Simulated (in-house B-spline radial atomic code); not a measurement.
Values are calculated unless marked as measured or tabulated.
# C6 from the polarisability at imaginary frequency: Be

B97-1 linear response of the closed shell [He] 2s2, from a B-spline radial code for spherical atoms; non-relativistic, point nucleus, no spin-orbit coupling.

The dispersion coefficient of two like species is C6 = (3/π) ∫ α(iu)² du from 0 to ∞.

```json
{"u (hartree)": "0", "α(iu) (bohr³)": "42.86"}
{"u (hartree)": "0.03", "α(iu) (bohr³)": "41.74"}
{"u (hartree)": "0.07", "α(iu) (bohr³)": "37.42"}
{"u (hartree)": "0.12", "α(iu) (bohr³)": "30.08"}
{"u (hartree)": "0.2", "α(iu) (bohr³)": "19.8"}
{"u (hartree)": "0.3", "α(iu) (bohr³)": "12.02"}
{"u (hartree)": "0.45", "α(iu) (bohr³)": "6.509"}
{"u (hartree)": "0.7", "α(iu) (bohr³)": "3.102"}
{"u (hartree)": "1", "α(iu) (bohr³)": "1.664"}
{"u (hartree)": "1.5", "α(iu) (bohr³)": "0.8153"}
{"u (hartree)": "2.5", "α(iu) (bohr³)": "0.3366"}
{"u (hartree)": "5", "α(iu) (bohr³)": "0.1055"}
```

Problem. Fit one oscillator, α(iu) = α(0)/(1 + u²/ω²), through u = 0.2 and estimate C6.

Solution. From α(0)/α(iu) − 1 = 42.86/19.8 − 1 = 1.1646, ω = u/√1.1646 = 0.1853 hartree (5.0 eV). London's formula gives C6 = (3/4) α(0)² ω = 0.75 × 42.86² × 0.1853 = 255.3 hartree·bohr⁶, and the oscillator holds f = α(0) ω² = 1.47 electrons, of a sum of oscillator strengths of 4.0.

Problem. How does that compare with the full integral?

Solution. The program's quadrature over all excitations gives C6 = 256.7, so the single oscillator is off by -0.6 %. At the last point the fit gives α = 0.0588 against 0.106: higher excitations, and deeper shells where there are any, keep the true curve higher at large u.
